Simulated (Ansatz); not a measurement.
Relaxation of NiCl₂ with RKS PBE0-D4/def2-TZVP.

```sh
$ ansatz run in.yaml --threads 4 --pin off --events-out ev --progress --plain --max-ram 3916MiB
```

```yaml
crystal:
  periodic: [false, false, false]
  atoms:
    - {symbol: Ni, position_ang: [-1.950850, 0.462760, 0.021630]}
    - {symbol: Cl, position_ang: [-0.046170, 0.017020, 0.000660]}
    - {symbol: Cl, position_ang: [1.997030, -0.479780, -0.022290]}
basis:
  gaussian: {orbitals: def2-TZVP}
hamiltonian: {xc: pbe0, dispersion: d4}
scf: {lower_state_search: "off"}
output: {orbitals: {seedname: orbitals}}
relax: {f_tol: 0.02, max_steps: 100}
```

Run time 19 s (4 threads of Arm Neoverse N1 on a shared host).

Positions (Å) and forces (eV/Å) at steps 1, 2, 3, 4, 5, 6, 7, 8 of 8:

```xyz
3
step=1 energy=-66072.6608 eV
Ni   -1.951    0.463    0.022   -1.126    0.249    0.012
Cl   -0.046    0.017    0.001   -0.750    0.221    0.009
Cl    1.997   -0.480   -0.022    1.876   -0.470   -0.021
3
step=2 energy=-66072.8371 eV
Ni   -2.014    0.475    0.022   -0.445    0.081    0.004
Cl   -0.061    0.027    0.001   -0.462    0.163    0.006
Cl    2.075   -0.501   -0.023    0.907   -0.244   -0.011
3
step=3 energy=-66072.9554 eV
Ni   -2.100    0.391    0.021    0.261   -0.200   -0.006
Cl   -0.063    0.227    0.006    0.068    0.239    0.005
Cl    2.163   -0.618   -0.027   -0.329   -0.039    0.001
3
step=4 energy=-66073.0164 eV
Ni   -2.097    0.283    0.018    0.846   -0.122   -0.007
Cl   -0.032    0.422    0.010   -0.213   -0.037    0.000
Cl    2.130   -0.705   -0.028   -0.633    0.159    0.007
3
step=5 energy=-66073.1945 eV
Ni   -1.966    0.168    0.015    0.735   -0.043   -0.005
Cl    0.035    0.553    0.013   -0.535    0.103    0.005
Cl    1.930   -0.721   -0.028   -0.200   -0.060    0.000
3
step=6 energy=-66073.2960 eV
Ni   -1.810    0.044    0.011    0.200    0.011   -0.001
Cl    0.055    0.724    0.017   -0.112   -0.020    0.000
Cl    1.755   -0.768   -0.028   -0.088    0.009    0.001
3
step=7 energy=-66073.3035 eV
Ni   -1.732   -0.012    0.009   -0.001    0.012    0.000
Cl    0.065    0.798    0.019   -0.039    0.014    0.001
Cl    1.667   -0.786   -0.028    0.040   -0.026   -0.001
3
step=8 energy=-66073.3038 eV
Ni   -1.743   -0.005    0.009    0.005    0.004    0.000
Cl    0.062    0.789    0.019   -0.011    0.000    0.000
Cl    1.681   -0.784   -0.028    0.007   -0.004    0.000
```

The restricted singlet is unstable towards broken spin symmetry in Hartree–Fock (as tested in another run); at PBE0-D4/def2-TZVP this wasn't settled. In the singlet, Cl2 and Cl3 lie 2.26 Å apart (atoms count from 1), so these atoms are partly bonded to each other. The relaxation made no stability test and no search for a lower SCF solution. No other spin state of charge 0 was run. Another isomer (triplet) lies 4.39 eV lower at PBE0-D4/def2-TZVP; other spin states weren't run for this one.
